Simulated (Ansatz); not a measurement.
Results of the Gaussian-basis code of Ansatz.

A structure relaxed at PBE0-D4/def2-TZVP, charge 0, multiplicity 1:

```xyz
9

C     0.5866   -0.7983    1.2158
Te   -1.3400   -0.2741    0.4562
C    -0.5705    0.8016   -1.2213
H     1.1218   -1.3985    0.4826
H     0.4295   -1.3838    2.1209
H     1.1459    0.1033    1.4583
H     0.0136    0.1339   -1.8518
H    -1.4239    1.1791   -1.7832
H     0.0370    1.6366   -0.8776
```

Q: Give its formula and SMILES.

A: C2H6Te, `C[Te]C` (dimethyl telluride).

Q: Point group (tolerance 0.08 Å, 0.16 Å for H)?

A: C2v.

Q: Summarise the bond lengths by kind.

A: 2 × C–Te 2.136 Å; 6 × C–H 1.088 to 1.089 Å.
